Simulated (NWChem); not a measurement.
# NH₃Se; SMILES [SeH]N

```xyz
5

Se     0.0530    -0.3959     0.0000
H     -1.4234    -0.6625     0.0000
N      0.1044     1.4796     0.0000
H     -0.3647     1.8390     0.8276
H     -0.3647     1.8390    -0.8276
```
Atoms are numbered in this order, from 1.

Structure relaxed at the B3LYP/6-31G* (spherical d) level.

Spin-orbit effects, on the heavy nuclei and on their neighbours, are missing.

### Question
Give the principal values of the shielding tensors (ppm) of Se1, N3 from B3LYP/6-31G* (spherical d), GIAO (NWChem), with their diamagnetic and paramagnetic parts as GIAO splits them.

### Answer
```csv
atom,σ11,σ22,σ33,isotropic,diamagnetic,paramagnetic
Se1,869.5,1314.7,2108.0,1430.7,2995.7,-1565.0
N3,238.1,262.8,266.1,255.7,316.2,-60.6
```
